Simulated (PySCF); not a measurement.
**Manganese: a sound run and one with changed settings**

Sound run: Mn [Ar] 3d5 4s2, Mn+ [Ar] 3d5 4s1. Computed with PySCF 2.14 in cc-pVDZ, with the non-relativistic Hamiltonian (point nucleus). In the sound run the correlated levels freeze [Ar]. The sound run starts from symmetry-adapted Hartree-Fock orbitals and uses a fine grid where one is needed.

Changed run: initial guess minao, at most 50 SCF cycles.

```json
{"species": "Mn", "method": "UHF", "sound run (hartree)": "-1149.86769", "changed run (hartree)": "-1149.75013", "converged": "yes"}
{"species": "Mn", "method": "M06-2X", "sound run (hartree)": "-1150.97801", "changed run (hartree)": "-1150.88301", "converged": "yes"}
{"species": "Mn", "method": "PBE0", "sound run (hartree)": "-1150.78129", "changed run (hartree)": "-1150.72774", "converged": "yes"}
{"species": "Mn+", "method": "UHF", "sound run (hartree)": "-1149.64787", "changed run (hartree)": "-1149.64787", "converged": "yes"}
{"species": "Mn+", "method": "M06-2X", "sound run (hartree)": "-1150.68286", "changed run (hartree)": "-1150.68286", "converged": "yes"}
{"species": "Mn+", "method": "PBE0", "sound run (hartree)": "-1150.52302", "changed run (hartree)": "-1150.52302", "converged": "yes"}
{"species": "Mn+", "method": "MP2", "sound run (hartree)": "-1149.71485", "changed run (hartree)": "-1149.71486", "converged": "yes"}
```

The plain start fixes occupations by D2h representation alone, and Mn at UHF, Mn at M06-2X, Mn at PBE0 landed in another state (other ⟨L²⟩ or ⟨S²⟩).
